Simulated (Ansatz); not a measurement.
`C[N](C)[Hf]([F])([F])[F]` and `C[S][Hf]([F])([F])[F]` differ in one atom or group.

Ansatz, PBE0-D4/def2-TZVP geometries, multiplicity 1. Each molecule was computed in one conformer, which needn't be the lowest.

Elements past krypton have def2 core potentials.

```json
{"property": "HOMO energy (PBE/def2-TZVPP) / eV", "`C[N](C)[Hf]([F])([F])[F]`": "-5.70"}
{"property": "HOMO energy (B3LYP/def2-TZVPP) / eV", "`C[N](C)[Hf]([F])([F])[F]`": "-6.80"}
{"property": "size of the dipole moment (ωB97M-V/def2-TZVPP) / D", "`C[N](C)[Hf]([F])([F])[F]`": "2.51"}
{"property": "HOMO–LUMO gap (ωB97M-V/def2-TZVPP) / eV", "`C[N](C)[Hf]([F])([F])[F]`": "10.03"}
{"property": "HOMO energy (ωB97M-V/def2-TZVPP) / eV", "`C[N](C)[Hf]([F])([F])[F]`": "-9.26"}
{"property": "HOMO–LUMO gap (B3LYP/def2-TZVPP) / eV", "`C[N](C)[Hf]([F])([F])[F]`": "6.09"}
```

**Question.** What does the change do to each property? (Estimate.)

**Answer.** Computed: 
```tsv
property	`C[S][Hf]([F])([F])[F]`	shift
HOMO energy (PBE/def2-TZVPP) / eV	-6.39	-0.69
HOMO energy (B3LYP/def2-TZVPP) / eV	-7.38	-0.58
size of the dipole moment (ωB97M-V/def2-TZVPP) / D	1.60	-0.91
HOMO–LUMO gap (ωB97M-V/def2-TZVPP) / eV	10.42	0.39
HOMO energy (ωB97M-V/def2-TZVPP) / eV	-9.75	-0.49
HOMO–LUMO gap (B3LYP/def2-TZVPP) / eV	5.92	-0.17
```

With PBE0 the HOMO falls by 0.61 eV and the LUMO falls by 0.81 eV, so the gap narrows by about 0.20 eV. PBE moves the HOMO by -0.69 eV and ωB97M-V by -0.49 eV. Dipoles are sizes alone; their direction can turn.

B3LYP here is the variant with VWN-RPA as its local correlation; programs differ in this.
